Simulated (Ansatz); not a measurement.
Cl2GeH4Si can be A, `Cl[SiH2][GeH2][Cl]`, or B, `Cl[SiH](Cl)[GeH3]`.

Calculated with Ansatz (gas phase, PBE0-D4/def2-TZVP geometries, no zero-point term in ΔE). CCSD(T)/CBS is the MP2 limit (def2-TZVPP, def2-QZVPP) plus CCSD(T) − MP2 in def2-TZVPP, frozen cores. DFT in def2-TZVPP. B3LYP here is the variant with VWN-RPA as its local correlation; programs differ in this. For Ge outer-core shells are correlated without core-valence functions, which leaves a few kJ/mol of doubt a bond. Scalar relativity is left out up to krypton. Each species was taken in one conformer, which may not be the lowest.

A:

Z-matrix (Å, degrees):
```
Si
Ge 1 2.383
Cl 1 2.053 2 108.5
H 1 1.482 2 110.2 3 119.1
H 1 1.484 2 110.7 3 -119.0
Cl 2 2.162 1 106.3 3 -63.6
H 2 1.535 1 113.3 3 53.2
H 2 1.538 1 113.2 3 179.8
```

B:

```xyz
8

Cl    0.176    0.149   -2.613
Si   -0.458    0.720   -0.747
Cl   -2.495    0.501   -0.633
Ge    0.571   -0.661    0.889
H    -0.165    2.164   -0.609
H     0.090   -0.247    2.287
H     0.183   -2.120    0.619
H     2.097   -0.508    0.807
```

**Question.** Which isomer does CCSD(T)/CBS put lower? Give the gap. (Best estimate.)

**Answer.** Ansatz gave: B, by 31.8 kJ/mol.

**Question.** Give E(B) − E(A) in kJ/mol with B3LYP, ωB97M-V, r2SCAN-D4, BLYP-D4, MP2/def2-TZVPP, CCSD(T)/def2-SVP, HF/def2-TZVPP. (An estimate is asked.)

**Answer.** Ansatz gave: B3LYP -26.3, ωB97M-V -31.1, r2SCAN-D4 -32.3, BLYP-D4 -28.0, MP2/def2-TZVPP -31.3, CCSD(T)/def2-SVP -28.1, HF/def2-TZVPP -18.0. None reverses the order clearly.

**Question.** Does the order hold for the free energy at 298.15 K (harmonic terms from PBE0-D4)? (Estimate.)

**Answer.** The calculation gave: Yes: G(B) − G(A) = -31.8 kJ/mol, for one conformer each. Modes under 60 cm⁻¹, often nearly free rotors, make the harmonic entropy too high.

Largest T1 diagnostic: 0.011.

At CCSD(T), def2-SVP lies +3.7 kJ/mol from the extrapolated value and def2-TZVPP +3.2 kJ/mol. In def2-TZVPP, CCSD(T) changes the Hartree–Fock value by −10.6 kJ/mol (the triples alone add −1.3 kJ/mol) and MP2 by −13.2 kJ/mol.
